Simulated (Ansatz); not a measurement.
`[CH3][InH][PH2]` + CH₃OH → `C[O][InH][CH3]` + PH₃ at 600 K and 1 bar (cleavage of the In–P bond).

Calculated with Ansatz (gas phase, PBE0-D4/def2-TZVP geometries, no zero-point term in ΔE). CCSD(T)/CBS is the MP2 limit (def2-TZVPP, def2-QZVPP) plus CCSD(T) − MP2 in def2-TZVPP, frozen cores. This one scheme is used for every species. def2 core potentials past Kr. For In outer-core shells are correlated without core-valence functions, which leaves a few kJ/mol of doubt a bond. Each species was taken in one conformer, which may not be the lowest.

```json
{"species": "`[CH3][InH][PH2]`", "CCSD(T)/CBS energy (Eh)": "-572.40253", "H − E (kJ/mol)": "210.3", "S (J/(mol·K))": "446.1"}
{"species": "CH₃OH", "CCSD(T)/CBS energy (Eh)": "-115.61712", "H − E (kJ/mol)": "163.6", "S (J/(mol·K))": "277.3"}
{"species": "`C[O][InH][CH3]`", "CCSD(T)/CBS energy (Eh)": "-345.29152", "H − E (kJ/mol)": "279.4", "S (J/(mol·K))": "463.4"}
{"species": "PH₃", "CCSD(T)/CBS energy (Eh)": "-342.72256", "H − E (kJ/mol)": "86.3", "S (J/(mol·K))": "240.2"}
```

H − E and S are ideal-gas, rigid-rotor, harmonic terms from PBE0-D4/def2-TZVP, for one conformer and one mirror image of each species. 1 Eh = 2625.50 kJ/mol, R = 8.31446 J/(mol·K).

Q: By hand: ΔE, ΔH, ΔS and ΔG.

A: ΔE = (-345.29152) + (-342.72256) − (-572.40253) − (-115.61712) = 0.00557 Eh = 14.6 kJ/mol. Δ(H − E) = 279.4 + 86.3 − 210.3 − 163.6 = -8.2, so ΔH = 6.4 kJ/mol. ΔS = 463.4 + 240.2 − 446.1 − 277.3 = -19.8 J/(mol·K). ΔG = 6.4 − 600 × (-19.8)/1000 = 18.3 kJ/mol.

Q: By hand: the equilibrium constant, and the temperature at which ΔG would vanish if ΔH and ΔS stayed fixed.

A: log₁₀ K = −ΔG/(RT ln 10) = -1.6. ΔH and −TΔS have one sign here, so there is no such temperature.

TΔS isn't small against ΔH here. A doubt of 5 kJ/mol in ΔE shifts log₁₀ K by 0.4 here. Other conformers and mirror images would add mixing entropy, several J/(mol·K) or more a flexible species. Modes under 60 cm⁻¹, often nearly free rotors, make the harmonic entropy too high. These are equilibria of isolated gas molecules and say nothing of rates. Largest T1 diagnostic: 0.015 (customary marks: 0.02 for closed shells, 0.045 for open ones).
